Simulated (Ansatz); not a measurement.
`BN1C[SiH2]1` + `[SiH3]S` → `BS[SiH3]` + `C1N[SiH2]1` at 600 K and 1 bar (ligand exchange at a B–N bond).

Isolated molecules relaxed with PBE0-D4/def2-TZVP in Ansatz; ΔE leaves out vibrations. CCSD(T)/CBS adds triple-zeta CCSD(T) − MP2 to the extrapolated MP2 energy (def2 sets, frozen cores).

```tsv
species	CCSD(T)/CBS energy (Eh)	H − E (kJ/mol)	S (J/(mol·K))
`BN1C[SiH2]1`	-410.22230	237.8	380.5
`[SiH3]S`	-689.27336	126.3	326.2
`BS[SiH3]`	-714.68055	173.8	379.2
`C1N[SiH2]1`	-384.79623	195.0	330.8
```

H − E and S are ideal-gas, rigid-rotor, harmonic terms from PBE0-D4/def2-TZVP, for one conformer and one mirror image of each species. 1 Eh = 2625.50 kJ/mol, R = 8.31446 J/(mol·K).

Problem. By hand: ΔE, ΔH, ΔS and ΔG.

Solution. ΔE = (-714.68055) + (-384.79623) − (-410.22230) − (-689.27336) = 0.01888 Eh = 49.6 kJ/mol. Δ(H − E) = 173.8 + 195.0 − 237.8 − 126.3 = 4.7, so ΔH = 54.3 kJ/mol. ΔS = 379.2 + 330.8 − 380.5 − 326.2 = 3.3 J/(mol·K). ΔG = 54.3 − 600 × (3.3)/1000 = 52.3 kJ/mol.

Problem. By hand: the equilibrium constant, and the temperature at which ΔG would vanish if ΔH and ΔS stayed fixed.

Solution. log₁₀ K = −ΔG/(RT ln 10) = -4.6. ΔG = 0 at ΔH/ΔS = 16455 K, far beyond where these terms or the molecules hold.

The number of gas molecules stays the same, so ΔS is small and ΔH decides. A doubt of 5 kJ/mol in ΔE shifts log₁₀ K by 0.4 here. Other conformers and mirror images would add mixing entropy, several J/(mol·K) or more a flexible species. These are equilibria of isolated gas molecules and say nothing of rates. Largest T1 diagnostic: 0.014 (customary marks: 0.02 for closed shells, 0.045 for open ones).
